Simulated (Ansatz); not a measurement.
GeH2MeF (CH5FGe). The state is a singlet with charge 0. Geometry r2SCAN-D4/def2-TZVP, basis def2-TZVP, Ansatz.

```csv
atom,x (Å),y (Å),z (Å)
Ge1,-0.316,-0.341,0.767
H2,-0.845,0.694,1.771
H3,0.590,-1.379,1.444
C4,0.462,0.449,-0.821
H5,1.337,1.048,-0.562
H6,-0.272,1.092,-1.310
H7,0.764,-0.335,-1.516
F8,-1.722,-1.229,0.227
```

```
run  HOMO (eV)  LUMO (eV)
  A     -10.36       1.25
  B      -7.60      -0.36
  C      -7.65      -0.50
  D      -8.53       0.18
  E      -9.08       0.40
  F     -12.33       3.44
```

Problem. The runs used BHLYP, HF, PBE, PBE0, r2SCANh, revPBE. Estimate which is which.

Solution. A BHLYP (50 % exact exchange); B revPBE (0 % exact exchange); C PBE (0 % exact exchange); D r2SCANh (10 % exact exchange); E PBE0 (25 % exact exchange); F HF (100 % exact exchange). Exact exchange lowers occupied and raises empty levels; among semilocal functionals meta-GGAs tend to open the gap a little, and such runs are hard to tell apart. The gap grows from 7.15 eV (PBE) to 15.77 eV (HF).
